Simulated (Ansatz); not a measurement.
C$_{2}$H$_{6}$AlFO$_{2}$, SMILES `C[O][Al]([F])[O]C`. The species carries charge 0 and has multiplicity 1.

Z-matrix (Å, degrees):
```
C
O 1 1.395
H 1 1.097 2 112.8
H 1 1.095 2 110.0 3 -120.6
H 1 1.095 2 110.0 3 120.6
Al 2 1.669 1 139.5 3 -0.0
O 6 1.669 2 126.0 1 0.2
F 6 1.639 2 117.0 1 -179.8
C 7 1.395 6 139.9 2 0.0
H 9 1.095 7 110.0 6 120.9
H 9 1.095 7 110.0 6 -120.3
H 9 1.097 7 112.8 6 0.4
```

Task: What are the harmonic wavenumbers in cm⁻¹ at PBE0-D4/def2-TZVP (Ansatz, finite differences of forces, unscaled)? (Best estimate.)

Result: The calculation gave: 17i, 54, 83, 90, 97, 108, 225, 291, 302, 580, 802, 905, 1183, 1186, 1192, 1193, 1250, 1254, 1487, 1490, 1491, 1496, 1499, 1507, 3008, 3012, 3071, 3074, 3086, 3087.
